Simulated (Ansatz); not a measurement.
Geometry optimisation, Ansatz 0.2.0, RKS B3LYP-D4/def2-SVP.

Input file:

```yaml
crystal:
  periodic: [false, false, false]
  atoms:
    - { symbol: Al, position_ang: [0.0, 0.0, 0.0] }
    - { symbol: O, position_ang: [0.0, 0.0, 2.13] }
    - { symbol: Si, position_ang: [-1.3147, -0.4067, 3.0936] }
    - { symbol: H, position_ang: [-2.239, -1.2403, 2.3304] }
    - { symbol: H, position_ang: [-0.8506, -1.1432, 4.2657] }
    - { symbol: H, position_ang: [-1.9987, 0.8095, 3.5233] }
    - { symbol: Cl, position_ang: [1.9312, 0.0, -1.115] }
    - { symbol: Cl, position_ang: [-1.9312, 0.0, -1.115] }
    - { symbol: Cl, position_ang: [0.1134, 2.3983, 0.7978] }
    - { symbol: H, position_ang: [0.0597, 1.263, 1.9417] }
basis:
  gaussian: { orbitals: def2-SVP }
hamiltonian:
  xc: b3lyp
  dispersion: d4
relax:
  f_tol: 0.15
  max_steps: 25
  restrain:
    - { distance: [0, 8], at: 3.43, k: 30.0 }
    - { distance: [9, 1], at: 2.21, k: 30.0 }
    - { distance: [0, 1], at: 1.78, k: 30.0 }
    - { distance: [9, 8], at: 1.37, k: 30.0 }
```

Command:

```bash
$ ansatz run input.yaml --threads 4 --pin off --max-ram 5120MiB --backend cpu --events-out ev --progress --plain --runs-dir out
```

**Question.** Where does it end, and by what steps?

**Answer.** It converged. The restraints hold the end off the free minimum. After 5 steps the energy has fallen by 0.981 eV (the restraints' own energy left out); Cl9 moved furthest, 0.70 Å. Parted: Al1–Cl9 (2.53 → 3.42 Å).

```
step  energy less start (eV)  largest force component (eV/Å)  accepted
   0                  0.0000                           2.773       yes
   1                  0.2281                           2.807       yes
   2                 -0.0572                           2.139       yes
   3                 -0.5531                           1.348       yes
   4                 -0.8517                           1.646       yes
   5                 -0.9809                           1.149       yes
```

```xyz
10
Properties=species:S:1:pos:R:3
Al -0.068 -0.217 0.024
O -0.229 -0.217 1.763
Si -1.328 -0.522 2.981
H -2.447 -1.368 2.466
H -0.625 -1.226 4.099
H -1.879 0.787 3.441
Cl 1.821 -0.309 -0.837
Cl -1.809 -0.213 -1.112
Cl 0.159 3.018 1.114
H 0.175 1.948 1.914
```

The run took 16 s on 4 threads of Arm Neoverse V2, with other jobs on the host, peak memory 0.35 GiB.
